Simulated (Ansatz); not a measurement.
Relaxation of BrCl2GaH2 (6 atoms, charge 0, multiplicity 1), to a largest force component of 0.03 eV/Å in at most 50 steps.

The calculation used Ansatz, RKS B3LYP/def2-SVP.

```xyz
6
Properties=species:S:1:pos:R:3
Ga 0.029 -0.713 -0.441
H 0.019 0.151 2.191
Cl 1.863 0.257 -0.963
Cl -1.845 0.189 -0.944
Br 0.077 -2.862 0.589
H 0.014 -0.565 2.114
```

Problem. Where does it end, and by what steps?

Solution. The run converged. After 8 steps the energy has fallen by 0.151 eV; Br5 moved furthest, 0.42 Å.

```
step  energy less start (eV)  largest force component (eV/Å)  accepted
   0                  0.0000                           1.782       yes
   1                 -0.1365                           0.153       yes
   2                 -0.1444                           0.128       yes
   3                 -0.1474                           0.100       yes
   4                 -0.1485                           0.070       yes
   5                 -0.1488                           0.062       yes
   6                 -0.1500                           0.037       yes
   7                 -0.1505                           0.064       yes
   8                 -0.1506                           0.013       yes
```

```xyz
6
Properties=species:S:1:pos:R:3
Ga 0.030 -0.852 -0.503
H 0.011 0.370 2.229
Cl 1.852 0.203 -0.897
Cl -1.834 0.128 -0.893
Br 0.074 -3.022 0.201
H 0.024 -0.370 2.410
```

Whether the end is a true minimum wasn't checked by a vibrational analysis.

The run took 43 s on 2 threads of Arm Neoverse V1, with other jobs on the host, peak memory 0.29 GiB.
